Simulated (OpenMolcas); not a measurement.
Computed levels of 4f4 in ions with 58 electrons, in cm-1 above 5I4.

```
Program             : OpenMolcas 26.06
Method              : SS-CASPT2, IPEA 0.25 Eh, imaginary shift 0.1 Eh
Basis               : ANO-R3
Scalar Hamiltonian  : X2C, finite nucleus
Spin-orbit coupling : state interaction with AMFI integrals over the reference wave functions, term energies averaged over their components
```

Active space for each ion: 4 electrons in 7 orbitals (4f); closed shells correlated by CASPT2: 5s 5p.

```tsv
Level	Nd2+	Sm4+
5I5	1263	2030
5I6	2640	4240
5I7	4070	6550
5I8	5530	8910
5F1	10400	15820
5F2	10770	16400
5F3	11520	17570
5F4	12260	18800
5S2	12290	18620
```

Q: Estimate 5I8, 5F1, 5F2 for Pm3+ from its neighbours Nd2+ and Sm4+.

A: 5I8 is fine structure, which grows about as the fourth power of a screened charge, so the fourth roots are averaged: ((5530^0.25 + 8910^0.25) / 2)^4 = 7069. The calculation gives 7150, so the estimate is off by -1.1 %.
5F1 is another term, which grows about linearly with the charge: (10400 + 15820) / 2 = 13110. The calculation gives 13760, so the estimate is off by -4.7 %.
5F2 is another term, which grows about linearly with the charge: (10770 + 16400) / 2 = 13585. The calculation gives 14240, so the estimate is off by -4.6 %.

CASPT2 does not keep the components of a term degenerate, so their means are used; among the terms shown or strongly mixed into the levels shown the widest spread is 950 cm-1 (4f4 5I, Nd2+). Over all roots computed the reference weight is 0.84 to 0.90 in Nd2+; the roots of lowest weight are the least certain, and an intruder state may touch them. High states are left out of the spin-orbit mixing, which shifts the levels that they would mix with. The CASPT2 spread within a term exceeds the gap to the next term for 4f4 5F and 4f4 5S, so the order of their levels is uncertain, and so are names and mixing where such terms share a J. Levels of configurations outside the active space are missing.
